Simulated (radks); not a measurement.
All-electron atom: Cu in [Ar] 3d10 4s1. Method: scalar-relativistic Kohn-Sham, Slater X-alpha with alpha = 0.667, spin-polarised, spherical densities, point nucleus; open shells are filled with parallel spins first; computed with a radial shooting solver on a logarithmic mesh with Libxc functionals.

Normalised radial functions P(r) = r R(r), r in bohr:

```
   r/bohr * 3s down, o 3p down (the largest magnitude, 1.31, reaches the edge; | marks zero, & curves that meet)
 0.005202                             o   *
 0.006883                             o   *
 0.009035                             o    *
  0.01195                             |o    *
  0.01582                             |o     *
  0.02076                             | o     *
  0.02747                             |  o    *
  0.03606                             |   o   *
  0.04771                             |    *o
  0.06262                             |*       o
  0.08285                         *   |           o
   0.1096                   *         |            o
   0.1439               *             |            o
   0.1904                *            |        o
   0.2499                       *     |o
   0.3307                   o         |      *
    0.434         o                   |                   *
   0.5743    o                        |                          *
   0.7598     o                       |                        *
   0.9973            o                |                *
     1.32                   o         |       *
    1.732                         o   |  *
    2.292                            o|*
    3.008                             &
     3.98                             &
    5.266                             &
    6.912                             &
    9.146                             &
```

3s down: eigenvalue -112.86 eV, 2 radial nodes at r = 0.0677, 0.288 bohr, <r> = 0.713 bohr, 90 % of the charge inside 1.07 bohr. 3p down: eigenvalue -70.736 eV, 1 radial node at r = 0.260 bohr, <r> = 0.750 bohr, 90 % of the charge inside 1.16 bohr.
